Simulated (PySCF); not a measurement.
BrOY. Atoms are numbered in the order given.

```xyz
3

Y      0.3293     1.0185     0.0000
O     -1.1447     2.0759     0.0000
Br    -0.1053    -1.6094     0.0000
```
Charge 0, spin multiplicity 1.

Geometry optimised at PBE-D3(BJ)/def2-TZVP. The def2 effective core potentials stand for the cores of Y; spin–orbit coupling is left out.

The numbers are results of PySCF with PBE-D3(BJ)/def2-TZVP, not measurements.

Frequencies are harmonic and unscaled.

```
mode  ν (cm⁻¹)  IR (km/mol)  moving atoms (share of kinetic energy)
----  --------  -----------  --------------------------------------
1          114         16.5                 O 71 %, Br 16 %, Y 12 %
2          240         52.0                         Y 50 %, Br 47 %
3          838        200.5                          O 85 %, Y 15 %
```
